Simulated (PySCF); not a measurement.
Br4Ta (SMILES [Br][Ta]([Br])([Br])[Br]), doublet, at a GFN2-xTB geometry (such geometries of metal compounds can be far from the true shape) (the multiplicity is a formal guess) (core potentials on Ta). Base run: DF-PBE0/def2-SVP (PySCF).

PySCF was given this input:
```python
from pyscf import gto, scf, dft

mol = gto.Mole()
mol.atom = '''
    Ta    0.00000000   -0.00000000   -0.00000000
    Br    1.62221601   -0.61570459   -1.73030567
    Br    0.20685615    0.40189462    2.40838657
    Br   -0.51326511    2.28018659   -0.73616754
    Br   -1.31580705   -2.06637663    0.05808664
'''
mol.basis = 'def2-svp'
mol.ecp = {'Ta': 'def2-svp'}
mol.spin = 1
mol.verbose = 4
mol.build()

mf = dft.UKS(mol)
mf.xc = 'pbe0'
mf = mf.density_fit(auxbasis='def2-universal-jkfit')
mf.kernel()
mf.analyze()
```

Variants of this job, named by their change:

```tsv
change	basis functions	E (Eh)	HOMO (eV)	core-seconds (rough)
base	160	-10351.41840	-6.38	40
basis = LANL2DZ	54	-110.61757	-6.15	10
basis = def2-SV(P)	153	-10351.40143	-6.45	30
basis = def2-SVPD	199	-10351.42861	-6.42	50
basis = def2-TZVP	(withheld)	(withheld)	(withheld)	50
basis = def2-TZVPP	248	-10352.68518	-6.32	70
```

Some entries are withheld; supply them.


- basis = def2-TZVP, basis functions: 232
- basis = def2-TZVP, E (Eh): -10352.68201
- basis = def2-TZVP, HOMO (eV): -6.31

Totals compare only among sets that treat the same electrons; sets with core potentials leave the core out.

Open shells are given as the SCF converged; they aren't shown to be the lowest states, and a large step between rows can be another state.
